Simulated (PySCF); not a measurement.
## Ionisation energy of Br+ by level of theory

Br+ [Ar] 3d10 4s2 4p4 [4p1/2^2 4p3/2^2, M_J = 2] → Br(2+) [Ar] 3d10 4s2 4p3 [4p1/2^2 4p3/2^1, M_J = 3/2], as a difference of total energies. Computed with PySCF 2.14 in x2c-TZVPPall-2c with one added diffuse shell each of s, p, d type (7s8p5d1f, 63 functions), with the two-component X2C-1e Hamiltonian. Correlated levels: [Ar] frozen; the 6 highest virtual spinors dropped. "Screened" scales the spin-orbit matrix elements by Boettger's factors to mimic the two-electron term; Breit and QED terms are absent.

```
                        method  ionisation energy (eV)
     GHF (screened spin-orbit)                  20.285
    GMP2 (screened spin-orbit)                  21.200
   GCCSD (screened spin-orbit)                  21.275
GCCSD(T) (screened spin-orbit)                  21.307
```

Q: How much does correlation contribute at GCCSD(T) (screened spin-orbit)?

A: 21.307 − (20.285) = 1.022 eV, measured against GHF (screened spin-orbit).

Errors of the correlated levels include the incompleteness of this basis and the frozen core.

The labels give the starting determinants; with spin-orbit coupling the two ends relaxed to ⟨J²⟩ = 6.02, ⟨L²⟩ = 2.11, ⟨S²⟩ = 1.96 and ⟨J²⟩ = 3.75, ⟨L²⟩ = 0.02, ⟨S²⟩ = 3.72.

For comparison: 21.591 eV (measured; NIST Atomic Spectra Database, ionization energies).
